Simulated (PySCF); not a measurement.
C₄H₁₂Si₂, SMILES CC[C@@H]1C[SiH2][SiH2]1.

Geometry optimised at B3LYP-D3(BJ)/def2-SVP. The structure was generated by enumeration; whether it is a known compound was not checked. The values are those of a single conformer.

Two levels are set side by side: TDA-PBE/def2-SVPD (PySCF) and TDA-ωB97X/def2-SVPD (PySCF). Vertical, same geometry. The lowest singlet is HOMO→LUMO+1 43 %, HOMO−1→LUMO 39 %, HOMO→LUMO 10 % with PBE and HOMO→LUMO+1 75 % with the other functional; states are paired by order. Differences are taken from unrounded values.

```json
[
 {"quantity": "lowest singlet excitation (eV)", "TDA-ωB97X": "6.71", "TDA-PBE": "5.81", "TDA-PBE minus TDA-ωB97X": "-0.91"},
 {"quantity": "lowest triplet excitation (TDA) (eV)", "TDA-ωB97X": "5.80", "TDA-PBE": "5.09", "TDA-PBE minus TDA-ωB97X": "-0.71"},
 {"quantity": "first bright state (f over 0.05) (eV)", "TDA-ωB97X": "6.99", "TDA-PBE": "6.05", "TDA-PBE minus TDA-ωB97X": "-0.94"},
 {"quantity": "its oscillator strength", "TDA-ωB97X": "0.35", "TDA-PBE": "0.11", "TDA-PBE minus TDA-ωB97X": "-0.24"}
]
```

Functionals without exact exchange tend to place singlet excitations lower, as here. Differences between two approximate levels are no errors against the true value.

Rough cost on one machine, each run with all the roots and properties that it gave: TDA-ωB97X against TDA-PBE about 4 times.
